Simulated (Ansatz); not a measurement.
Species: C2H6Si, SMILES `C=[SiH]C` (charge 0, multiplicity 1).

Q: Give a relaxed geometry from B3LYP-D3(BJ)/def2-TZVP (Ansatz, a first-principles code).

A: the end point of this relaxation (outside a Z-matrix the atoms follow the SMILES, hydrogens last).
Cartesian coordinates (Å) in one orientation:
```xyz
9

C      1.462     0.193    -0.955
Si    -0.055     0.578    -0.290
C     -1.012    -0.519     0.875
H      1.976    -0.735    -0.739
H      1.980     0.865    -1.627
H     -0.720     1.856    -0.615
H     -1.986    -0.778     0.456
H     -0.459    -1.440     1.063
H     -1.188    -0.020     1.831
```
